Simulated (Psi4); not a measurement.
Dimer: HF (SMILES F) (first 2 atoms) with SO2 (SMILES O=S=O); geometry from B3LYP-D3(BJ)/def2-TZVP.
(charge 0, multiplicity 1):
```
atom    x (Å)    y (Å)    z (Å)
----  -------  -------  -------
F      0.3508   0.5070  -0.6568
H      0.0840   0.7241   0.2106
O     -0.3360   0.6626   2.0092
S     -0.1943  -0.5705   2.7516
O     -0.5351  -0.5550   4.1443
```

All values below come from SAPT0/jun-cc-pV(D+d)Z (Psi4).

**Question.** Which attractive term is largest, and how does the interaction split up?

**Answer.** electrostatics -7.82, exchange 7.22, induction -3.08, dispersion -1.55, total -5.23 kcal/mol; the largest attraction is electrostatics.
